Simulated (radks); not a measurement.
Problem. Coherent X-ray form factor from a spherical all-electron density. All-electron calculation, non-relativistic Kohn-Sham, revPBE, spin-polarised, spherical densities, point nucleus. Program: a radial shooting solver on a logarithmic mesh with Libxc functionals.

| sin(theta)/lambda (1/angstrom) | f0 (electrons) |
|---|---|
| 0.05 | 42.580 |
| 0.1 | 41.375 |
| 0.15 | 39.537 |
| 0.2 | 37.271 |
| 0.25 | 34.796 |
| 0.3 | 32.302 |
| 0.4 | 27.764 |
| 0.5 | 24.183 |
| 0.6 | 21.521 |
| 0.8 | 17.890 |
| 1 | 15.117 |
| 1.25 | 12.027 |
| 1.5 | 9.492 |
| 2 | 6.493 |

The species is in the configuration that NIST lists as its ground one. Which atom or ion scatters so?

Solution. The silver ion Ag4+, [Kr] 4d7. Extrapolating in s^2 from the first two rows gives f0(0) = 43.0, near the electron count 43; among species with that count, the fall with angle is slower the higher Z, and the table is that of Z = 47; from so few rows the species is fixed only to a neighbour or two.
